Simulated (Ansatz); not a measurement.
A search over several starts for the lowest SCF solution of CdMeI (CH3CdI) at the given spin, in a small basis.

```yaml
crystal:
  periodic: [false, false, false]
  atoms:
    - {symbol: Cd, position_ang: [-0.004307, 0.001731, -1.152260]}
    - {symbol: C, position_ang: [0.003055, -0.000534, 0.954747]}
    - {symbol: H, position_ang: [-0.446910, 0.921485, 1.322426]}
    - {symbol: H, position_ang: [1.029207, -0.071338, 1.315269]}
    - {symbol: H, position_ang: [-0.568567, -0.853676, 1.319739]}
    - {symbol: I, position_ang: [-0.012468, 0.002332, -3.759921]}
basis:
  gaussian: {orbitals: def2-SVP, initial_orbitals: start.molden}
hamiltonian: {xc: pbe0, dispersion: d4}
output: {orbitals: {seedname: orbitals}}
```

The file start.molden holds the orbitals of an earlier run on this structure, at another level or in another basis.

```sh
$ ansatz run in.yaml --threads 4 --pin off --events-out ev --progress --plain --max-ram 3916MiB
```

It prints (some lines left out):

```
Functional definition: PBE0
966 factors; integrals over basis functions are off by at most 1.2e-3 eV
mean field evaluation 1: about -13750.0950 eV, gradient 2.1e1 eV
mean field evaluation 2: about -13750.1671 eV, gradient 1.3e-1 eV
mean field evaluation 4: about -13750.3411 eV, gradient 1.6e-3 eV
mean field evaluation 8: about -13744.2783 eV, gradient 4.8e1 eV
mean field evaluation 16: about -13750.3411 eV, gradient 1.1e-1 eV
mean field -13750.34110916 eV, -505.3157154457 hartree, gradient 3.7e-5 eV, S^2 0.000000; 1 other end points of the search recorded, 0 dependent functions left out
reference -13750.34113744 eV, -505.3157164848 hartree; 27, 27 occupied and 59, 59 virtual orbitals, 966 factors
Total energy: -13750.43626078 eV, -505.3192122034 hartree
```

Run time 9.5 s (4 threads of Intel Xeon on a shared host).

In the def2 sets Cd, I take a core potential; there is no spin–orbit coupling.
